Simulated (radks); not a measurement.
Q: All-electron atom: the selenium ion Se18+ in [Ne] 3s2 3p4. Calculated with a radial shooting solver on a logarithmic mesh with Libxc functionals: Dirac Kohn-Sham, relativistic LDA (MacDonald-Vosko exchange, VWN5 correlation), spin-unpolarised, spherical densities, finite nucleus; open shells fill j = l - 1/2 first; Fermi nuclear charge, rms radius 4.14 fm. Some entries of the table are withheld. Estimate them.

| orbital | occ. | eigenvalue (hartree) | <r> (bohr) | <r^2> (bohr^2) |
|---|---|---|---|---|
| 1s1/2 | 2 | (1) | (2) | 0.002634 |
| 2s1/2 | 2 | (3) | (4) | 0.04459 |
| 2p1/2 | 2 | -78.27529 | 0.1672 | 0.03422 |
| 2p3/2 | 4 | -76.73055 | 0.1709 | 0.03560 |
| 3s1/2 | 2 | -28.70092 | 0.5001 | 0.2845 |
| 3p1/2 | 2 | -26.74070 | (5) | (6) |
| 3p3/2 | 2 | -26.41580 | (7) | (8) |

A: 
(1) 1s1/2 eigenvalue (hartree): -482.7192
(2) 1s1/2 <r> (bohr): 0.04423
(3) 2s1/2 eigenvalue (hartree): -84.06595
(4) 2s1/2 <r> (bohr): 0.1946
(5) 3p1/2 <r> (bohr): 0.4867
(6) 3p1/2 <r^2> (bohr^2): 0.2733
(7) 3p3/2 <r> (bohr): 0.4928
(8) 3p3/2 <r^2> (bohr^2): 0.2799
